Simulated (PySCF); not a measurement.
# Electron correlation in Ag (silver, neutral)

[Kr] 4d10 5s1, 2S determinant. Calculation: PySCF 2.14, in cc-pVDZ-PP with ECP28MDF (4s4p3d1f, 38 functions); a scalar-relativistic core potential. Frozen: 4s2 4p6; 11 electrons correlated.

MP2 pair energies summed by pair of shells (mhartree):

```csv
pair,energy,share (%)
4d-4d,-264.60,91.2
4d-5s,-25.38,8.8
```

Total MP2 correlation energy: -289.98 mhartree.

Same-spin part -107.95 and opposite-spin part -182.03 mhartree; SCS-MP2 scales them by 1/3 and 6/5 to -254.42 mhartree.

```
  level  correlation energy (mhartree)
   CCSD                        -276.69
    (T)                          -5.01
CCSD(T)                        -281.70
```

Diagnostics: T1 = 0.0093, D1 = 0.0393, largest double amplitude 0.022.

Cost of the coupled-cluster step: 0.97 s of wall time on 1 thread of AMD EPYC 7B13 (shared host), for 11 correlated electrons.
